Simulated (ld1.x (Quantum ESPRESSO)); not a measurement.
What one change does to a pseudopotential (Ta, ultrasoft)

ld1.x (Quantum ESPRESSO) 7.5 input, shortened:

```
&input
   title='Ta', zed=73., rel=1, dft='PBE', iswitch=3,
   config='[Xe] 4f14 5d3 6s1 6p0'
 /
 &inputp
   pseudotype=3, tm=.true., lloc=-1, rcloc=2.60,
   nlcc=.false.
 /
6
6S  1  0   1.00   0.00  1.90  2.60  0.0
6S  1  0   0.00   1.20  1.90  2.60  0.0
6P  2  1   0.00   0.00  2.55  2.95  0.0
6P  2  1   0.00   4.40  2.55  2.95  0.0
5D  3  2   3.00   0.00  2.15  2.90  0.0
5D  3  2   0.00  -0.35  2.15  2.90  0.0
 &test
   configts(1)='5d3 6s1 6p0'
 /
```

All-electron outer shells of the reference configuration (PBE, scalar-relativistic, ld1.x):

| shell | level (eV) | outermost node (bohr) | outermost maximum (bohr) |
| --- | --- | --- | --- |
| 4f | -31.91 | – | 0.44 |
| 6s | -11.62 | 1.32 | 2.68 |
| 5d | -10.49 | 0.65 | 1.56 |
| 6p | -6.61 | 1.58 | 3.48 |

Change: waves 5d (bound): rcut 2.04, rcutus 2.16 bohr; 5d channel at -0.35 Ry: rcut 2.04, rcutus 2.16 bohr.

Cutoffs: the cutoffs (Ry, on a coarse ladder) from which the occupation-weighted sum of valence levels, in a spherical-Bessel basis at the reference potential, stays within 10 and 1 mRy of its value at 400 Ry; they do not see the model core or the augmentation charge, which bear on the density cutoff. Errors are all-electron minus pseudo energies relative to the spin-unpolarised reference configuration.

Q: Predict the effect on cutoff, ghosts and configuration errors.

A: The potential gets harder (12 Ry and 15 Ry → 21 Ry and 30 Ry); both files keep a bound ghost (p); the errors of the 7 common tests hardly move. A smaller radius makes the pseudo-wave follow the all-electron one further in, where it bends more sharply, so more plane waves are needed.

| quantity | base | changed |
| --- | --- | --- |
| cutoff, loose | 12 Ry | 21 Ry |
| cutoff, tight | 15 Ry | 30 Ry |
| loose cutoff by channel (10 mRy a level) | s 6 Ry, d 10 Ry | s 6 Ry, d 18 Ry |
| bound ghosts | p | p |
| error for 5d3 6s2 6p0, meV [ΔE -8.47 eV] | +53 | +53 |
| error for 5d3 6s0 6p0, meV [ΔE 14.97 eV] | +140 | +140 |
| error for 5d2 6s0 6p0, meV [ΔE 38.58 eV] | +185 | +188 |
| error for 5d4 6s0 6p0, meV [ΔE 1.43 eV] | +98 | +99 |
| error for 5d2 6s2 6p1, meV [ΔE -5.48 eV] | +138 | +139 |
| error for 5d1 6s0 6p0, meV [ΔE 73.62 eV] | +395 | +403 |
| error for 5d2 6s2 6p0, meV [ΔE -0.79 eV] | +144 | +144 |
| s: phases at 3.21 bohr within 0.05 rad from the reference energy up to (Ry; the scan ends near 5) | 1.6 | 1.6 |
| p: phases at 3.21 bohr within 0.05 rad from the reference energy up to (Ry; the scan ends near 5) | 0.8 | 0.8 |
| d: phases at 3.21 bohr within 0.05 rad from the reference energy up to (Ry; the scan ends near 5) | to the end of the scan | to the end of the scan |
| lowest overlap eigenvalue by channel | s 0.62, p 0.67, d 0.99 | s 0.62, p 0.67, d 0.74 |

 A true bound ghost makes a file unfit for plane-wave use even where its test errors are small: the radial tests pick states by their node count and pass the ghost by.
